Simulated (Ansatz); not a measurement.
| atom | x (Å) | y (Å) | z (Å) |
| --- | --- | --- | --- |
| H | -2.1675 | -0.4124 | 0.5452 |
| H | -2.0984 | -0.7784 | -0.3952 |
| H | -1.6137 | -0.9902 | -1.2574 |
| H | -0.8094 | -1.0059 | -1.8704 |
| H | 0.1553 | -0.8224 | -2.1131 |
| H | 1.0892 | -0.4760 | -1.9372 |
| H | 1.8073 | -0.0353 | -1.3776 |
| H | 2.1675 | 0.4124 | -0.5452 |
| H | 2.0984 | 0.7784 | 0.3952 |
| H | 1.6137 | 0.9902 | 1.2574 |
| H | 0.8094 | 1.0059 | 1.8704 |
| H | -0.1553 | 0.8224 | 2.1131 |
| H | -1.0892 | 0.4760 | 1.9372 |
| H | -1.8073 | 0.0353 | 1.3776 |

Basis set: def2-SVP (spherical functions). All electrons are correlated. Charge 0, multiplicity 1.

Computed with Ansatz (development build ahead of 0.2.0); each method stands on the lowest determinant of its kind that the runs found. Restricted open shells among the atoms or ions are ROHF, correlated in semicanonical orbitals with singles.

(1) Give the atomization energy at this shape (free ground-state atoms in the same class of orbitals less the molecule, no zero-point energy) of singlet H₁₄ by RHF-MP2, RHF.

Results:

(1)

```csv
method,atomization energy
RHF-MP2,22.33 eV
RHF,14.59 eV
```

Caution: stretched shape with no unrestricted run beside it, a lower state can exist. Caution for RHF-MP2: bonds are stretched, where a single reference can fail.
